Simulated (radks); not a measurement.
Problem. Neutral barium: order these configurations by energy. Method: Dirac Kohn-Sham, PBE, spin-unpolarised, spherical densities, finite nucleus; Fermi nuclear charge, rms radius of each element as measured or else 0.836 A^(1/3) + 0.57 fm; computed with a radial shooting solver on a logarithmic mesh with Libxc functionals. Sub-shells are occupied by j as written (lower j first in brackets). [Xe] 4f(5/2: 1, 7/2: 0) 6s1; [Xe] 5d(3/2: 1, 5/2: 0) 6s1; [Xe] 6s1 6p(1/2: 1, 3/2: 0); [Xe] 6s2.

Solution. From the lowest, in eV above it: [Xe] 6s2 0.000; [Xe] 5d(3/2: 1, 5/2: 0) 6s1 1.272; [Xe] 6s1 6p(1/2: 1, 3/2: 0) 1.927; [Xe] 4f(5/2: 1, 7/2: 0) 6s1 4.168.
